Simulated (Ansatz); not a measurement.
The same isomerisation along the group B, Ga, In.

Calculated with Ansatz (gas phase, PBE0-D4/def2-TZVP geometries, no zero-point term in ΔE). CCSD(T)/CBS is the MP2 limit (def2-TZVPP, def2-QZVPP) plus CCSD(T) − MP2 in def2-TZVPP, frozen cores. Functionals use def2-TZVPP. Elements past krypton have def2 core potentials. For Ga, In outer-core shells are correlated without core-valence functions, which leaves a few kJ/mol of doubt a bond. Scalar relativity is left out up to krypton. Each species was taken in one conformer, which may not be the lowest.

```tsv
reaction	CCSD(T)/CBS(def2) (kcal/mol)
`CB(C)O` → `CBCO`	59.2
`[CH3][Ga]([CH3])[OH]` → `[CH3][GaH][CH2]O`	47.7
`[CH3][In]([CH3])[OH]` → `[CH3][InH][CH2]O`	?
```

Q: Fill in the missing values. (Estimate.)

A: The calculation gave: `[CH3][In]([CH3])[OH]` → `[CH3][InH][CH2]O`: +42.1 kcal/mol.

Largest T1 diagnostic: 0.014, for `[CH3][In]([CH3])[OH]`.
